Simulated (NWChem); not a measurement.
System: CH$_{4}$MgO$_{2}$; SMILES C[O][Mg][OH]

Input file for NWChem:

```
start job
memory heap 200 mb stack 900 mb global 1100 mb
geometry units angstroms noautoz
  Mg     0.495953     0.763291     0.000761
  O      0.511399     2.522068    -0.001110
  H      0.519175     3.471948    -0.002129
  O      0.478872    -1.005424     0.002623
  C      0.468779    -2.376140     0.004067
  H      0.983052    -2.799323     0.891026
  H     -0.560769    -2.788737     0.009451
  H      0.974554    -2.801145    -0.886884
end
basis spherical
  * library aug-cc-pvdz
end
dft
  xc pbe0
  iterations 150
  mulliken
end
task dft energy
```

Coordinates come from a PBE0/def2-SVP optimisation.

Question: What results follow from this input? (PBE0/aug-cc-pVDZ.) Quantities: basis functions; energy (Ha); highest occupied level (eV); orbital gap (eV); dipole (D).

Answer: 
```json
{
  "number_of_basis_functions": "132",
  "energy (Ha)": "-390.82",
  "highest occupied level (eV)": "-7.07",
  "orbital gap (eV)": "5.93",
  "dipole (D)": "0.54"
}
```
